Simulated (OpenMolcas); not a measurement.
**Multiconfigurational calculation on Tm³⁺**

Input:

```
&GATEWAY
Coord
1

Tm 0.0 0.0 0.0
Basis=ANO-R3
Group=XYZ
NoMove
AngMom=0.0 0.0 0.0
AMFI
&SEWARD
&RASSCF
FileOrb=start.orb
Symmetry=1
Spin=3
nActEl=12 0 0
Inactive=15 12
Ras2=0 7
CIRoot=21 21 1
SDav=21
CIMx=300
Iter=120 100
PrWF=0.3
OrbListing=Nothing
MaxOrb=0
Atom
>>> COPY $Project.JobIph JOB001
&RASSCF
FileOrb=start.orb
Symmetry=1
Spin=1
nActEl=12 0 0
Inactive=15 12
Ras2=0 7
CIRoot=28 28 1
SDav=28
CIMx=300
Iter=120 100
PrWF=0.3
OrbListing=Nothing
MaxOrb=0
Atom
>>> COPY $Project.JobIph JOB002
&RASSI
NrOfJobIphs=2 18 27
1 2 3 4 5 6 7 8 9 10 11 12 13 14 15 16 17 18
1 2 3 4 5 6 7 8 9 10 11 12 13 14 15 16 17 18 19 20 21 22 23 24 25 26 27
IphNames
JOB001
JOB002
EJob
SpinOrbit
DIPRint=1.0
SOCoupling=1000.0
Subsets=2
MEES
Property=10
'ANGMOM' 1 'ANGMOM' 2 'ANGMOM' 3 'MLTPL  1' 1 'MLTPL  1' 2 'MLTPL  1' 3
'AMFI' 1 'AMFI' 2 'AMFI' 3 'MLTPL  2' 6
SOProperty=3
'ANGMOM' 1 'ANGMOM' 2 'ANGMOM' 3
```

Launched by
```bash
OMP_NUM_THREADS=1 MOLCAS_MEM=2252 MOLCAS_PROJECT=a pymolcas a.inp > a.log  # once for each step of the input, in one work folder
```

A driver script runs the steps one by one and writes start.orb anew before each from the orbitals found so far.

Output, cut to the results:

```
--- SEWARD ---
Basis set label: TM.ANO-R...9S8P5D5F3G2H.

      Electronic valence basis set:
      ------------------
      Associated Effective Charge  69.000000 au
      Associated Actual Charge     69.000000 au
      Nuclear Model: Finite nucleus - Gaussian distribution
        Gaussian exponent, Xi/bohr**(-2):  1.55817E+08

      Shell  nPrim  nBasis  Cartesian Spherical Contaminant
         s      25       9        X
         p      19       8        X
         d      12       5                 X
         f      10       5                 X
         g       5       3                 X
         h       4       2                 X
                  Relativistic X2C integrals
                  Atomic mean-field integrals
--- RASSCF ---
Wave function specifications:
      -----------------------------

      Number of closed shell electrons          54
      Number of electrons in active shells      12
      Max number of holes in RAS1 space          0
      Max nr of electrons in RAS3 space          0
      Number of inactive orbitals               27
      Number of active orbitals                  7
      Number of secondary orbitals             108
      Spin quantum number                      1.0
      State symmetry                             1
Orbital specifications:
      -----------------------

      Symmetry species                           1   2
                                                ag  au
      Frozen orbitals                            0   0
      Inactive orbitals                         15  12
      Active orbitals                            0   7
      RAS1 orbitals                              0   0
      RAS2 orbitals                              0   7
      RAS3 orbitals                              0   0
      Secondary orbitals                        46  62
      Deleted orbitals                           0   0
      Number of basis functions                 61  81
      Number of CSFs                            21
      Number of root(s) required                21
      Iter CI   SX   CI       RASSCF       Energy    max ROT     max BLB   max BLB  Level Ln srch  Step   QN
          iter iter root      energy       change     param      element    value   shift minimum  type update
 Nr of preliminary CI iterations:   1
      Total energies have been shifted. Add               -13000.00 au
        1   1   14    0  -560.94416442    0.00E+00   1.08E-01*  15  16 1  6.32E-01*  0.00   0.00    SX    NO
        2   1   14    0  -561.02606131   -8.19E-02* -2.45E-02   15  34 2 -1.28E-01*  0.00   0.00    SX    NO
        3   1   14    0  -561.01803259    8.03E-03*  2.92E-02   17  36 2  1.67E-01*  0.00   0.00    SX    NO
        4   1   14    0  -561.00415399    1.39E-02*  3.83E-02   15  34 2 -2.11E-01*  0.00   0.00    SX    NO
        5   1   14    0  -560.97812157    2.60E-02*  2.78E-02   19  38 2  2.85E-01*  0.00   0.43    SX   YES
        6   1   14    0  -561.03366879   -5.55E-02*  6.63E-03   16  35 2 -8.60E-02*  0.00   0.76    QN   YES
        7   1   12    0  -561.03972504   -6.06E-03*  7.79E-04   19  38 2  4.69E-03*  0.00   0.96    QN   YES
        8   1   10    0  -561.03975522   -3.02E-05* -1.14E-04   15  18 1 -6.84E-04*  0.00   1.05    QN   YES
        9   1    9    0  -561.03975585   -6.38E-07*  1.08E-05   12  32 1 -1.22E-04*  0.00   1.02    QN   YES
       10   1    6    0  -561.03975586   -1.06E-08*  9.24E-07    9  18 1  7.98E-06   0.00   1.03    QN   YES
       11   1    2    0  -561.03975586   -4.73E-11  -9.84E-08   15  16 1 -4.85E-07   0.00   1.04    QN   YES
      Convergence after 11 iterations
       12   1    2    0  -561.03975586    0.00E+00  -9.84E-08   13  46 2 -2.39E-07   0.00   1.04    QN   YES
      Natural orbitals and occupation numbers for root  1
      sym 2:   1.958539   1.381299   1.381299   2.000000   1.660161   1.958539   1.660161
      Natural orbitals and occupation numbers for root  2
      sym 2:   1.400630   1.973615   1.400630   1.625755   1.973615   1.625755   2.000000
      Natural orbitals and occupation numbers for root  3
      sym 2:   2.000000   1.923546   1.923546   1.722191   1.354262   1.722191   1.354262
::    RASSCF root number  1 Total energy: -13561.07626539
::    RASSCF root number  2 Total energy: -13561.07626539
::    RASSCF root number  3 Total energy: -13561.07626539
::    RASSCF root number  4 Total energy: -13561.07626539
::    RASSCF root number  5 Total energy: -13561.07626539
...
--- RASSI ---
SPIN-FREE ENERGIES:
  (Shifted by EMIN (a.u.) =     -13561.0762653870)

 SF State       Relative EMIN(au)   Rel lowest level(eV)    D:o, cm**(-1)      L_eff

     1             0.0000000000        0.0000000000              0.0000         5.0
     2             0.0000000000        0.0000000000              0.0000         5.0
     3             0.0000000000        0.0000000000              0.0000         5.0
     4             0.0000000000        0.0000000000              0.0000         5.0
     5             0.0000000000        0.0000000000              0.0000         5.0
     6             0.0000000000        0.0000000000              0.0000         5.0
     7             0.0000000000        0.0000000000              0.0000         5.0
     8             0.0000000000        0.0000000000              0.0000         5.0
     9             0.0000000000        0.0000000000              0.0000         5.0
    10             0.0000000000        0.0000000000              0.0000         5.0
    11             0.0000000000        0.0000000000              0.0000         5.0
    12             0.0365095222        0.9934747107           8012.9139         3.0
    13             0.0365095222        0.9934747107           8012.9139         3.0
    14             0.0365095222        0.9934747107           8012.9139         3.0
    15             0.0365095222        0.9934747107           8012.9139         3.0
    16             0.0365095222        0.9934747107           8012.9139         3.0
    17             0.0365095222        0.9934747107           8012.9139         3.0
    18             0.0365095222        0.9934747107           8012.9139         3.0
    19             0.0415818416        1.1314995519           9126.1594         4.0
    20             0.0415818416        1.1314995519           9126.1594         4.0
    21             0.0415818416        1.1314995519           9126.1594         4.0
...
```

Levels above the lowest, from the spin-orbit matrix, grouped by J:

```
Configuration  Term  J  E (cm⁻¹)  Measured (cm⁻¹)      g  Term weight %  Second
         4f¹²    ³H  6       0.0              0.0  1.166             99        
         4f¹²    ³F  4      6813                   1.108             53   35 ¹G
         4f¹²    ³H  5      8307             8217  1.033            100        
         4f¹²    ³H  4     13303            12547  0.968             59   34 ³F
         4f¹²    ³F  3     16320            14410  1.084            100        
         4f¹²    ³F  2     17856            15090  0.708             87   13 ¹D
         4f¹²    ¹G  4     21944            21174  0.974             58   29 ³H
```

Against the 5 measured excited levels shown (the list in Tchang-Brillet, Wyart, Meftah and Ait Mammar, Atoms 6, 52 (2018)) the mean absolute deviation is 1300 cm-1; the largest miss in energy is 4f¹² ³F₂: computed 17856, measured 15090 cm⁻¹ (+18.3 %).

Some high roots are left out of the spin-orbit mixing, which shifts the levels that they would mix with. Without dynamic correlation excited terms often stand tens of per cent too high (terms of higher spin than the ground term too low), and those without a measured partner can miss by more than the paired ones. Computed and measured levels are paired by configuration, term and J; levels that our copy of the source lacks, or whose pairing is in doubt (as where it misses far off the trend of its configuration), stay unpaired and out of the deviations. Only configurations of the active space appear. The first state left out of the spin-orbit step lies near 37000 cm-1 above the lowest spin-free state of the reference (among the parities and spins computed), and the list stops at four fifths of that energy or lower.

The term weight is that of the spin-free term in the level, not the purity of its configuration.
